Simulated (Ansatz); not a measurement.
Saddle point of CH7BrGe, singlet (CH₆Ge ([CH3][GeH3]) + HBr → GeH₃Br ([GeH3][Br]) + CH₄; bonds formed: Ge1–Br7, C2–H6; bonds broken: Ge1–C2, H6–Br7), PBE0-D4/def2-TZVP structure:

```
atom    x (Å)    y (Å)    z (Å)
 Ge1  -0.6333   0.9300  -0.2934
  C2   0.2918  -0.8528   0.7131
  H3  -1.4930   0.5300  -1.4800
  H4  -1.5226   0.9997   0.9782
  H5   0.3055   2.1240  -0.3094
  H6   0.6615  -0.4572  -0.3945
 Br7   1.4235  -0.0100  -2.1731
  H8   1.0672  -1.6110   0.5479
  H9  -0.6625  -1.3666   0.8094
 H10   0.5617  -0.2862   1.6017
```

Energies are electronic, without zero-point energy. Barriers and step energies count from the start structure reached by relaxing down the imaginary mode; all methods use the PBE0-D4 structures, on which another method's saddle can fall below an end. Program: Ansatz 0.2.0. Basis: def2-TZVPP, with def2-QZVPP for the basis limit. Cores are frozen in the correlated methods. Filled d shells of the heavier atoms are correlated. The def2 sets are not built for correlating such inner shells, so the correlated values are less sure here. B3LYP uses VWN-RPA correlation. Extrapolation: Hartree–Fock as exp(−7.88 √X), correlation as X^−2.97.

```
      method  barrier (kJ/mol)  step energy (kJ/mol)
       SPW92             123.1                 -80.1
      PBE-D4             141.0                 -92.2
     BLYP-D4             153.4                 -95.1
   r2SCAN-D4             147.4                 -97.8
      B97M-V             166.3                 -97.3
     PBE0-D4             150.8                 -96.2
    B3LYP-D4             160.7                 -98.3
  r2SCAN0-D4             154.2                -100.0
    BHLYP-D4                 ?                -104.5
CAM-B3LYP-D4                 ?                 -96.0
     wB97X-V                 ?                 -97.3
     wB97M-V             162.1                 -97.0
      B2PLYP             169.3                 -98.5
    PBE-QIDH             161.7                 -97.5
  RPA on PBE             183.9                 -88.8
          HF             199.7                -117.2
         MP2             169.8                 -93.1
        CCSD             184.0                 -93.0
     CCSD(T)             177.5                 -90.8
```

(1) Fill in the withheld barriers. (To be estimated.)

T1 diagnostic: at most 0.010.

## Answers

(1) Computed: wB97X-V 168.1; CAM-B3LYP-D4 169.8; BHLYP-D4 169.9 kJ/mol. Each is the energy of the saddle less that of the start structure, by the same method.

For comparison, the barrier by CCSD(T) at an estimated basis limit (MP2 extrapolated from triple and quadruple zeta, plus CCSD(T) − MP2 in triple zeta) is 169.7 kJ/mol.

Labels in which every atom is bracketed show which atoms are joined, not bond orders.

For scale, one of the runs: CCSD(T)/def2-TZVPP, 225 basis functions, launched by `ansatz run in.yaml --threads 8 --pin off --events-out ev --progress --plain --max-ram 19148MiB`. Time: 110 s of wall clock on 8 CPU threads of an Arm Neoverse V1; the host was shared. Peak host memory: 3.8 GiB.
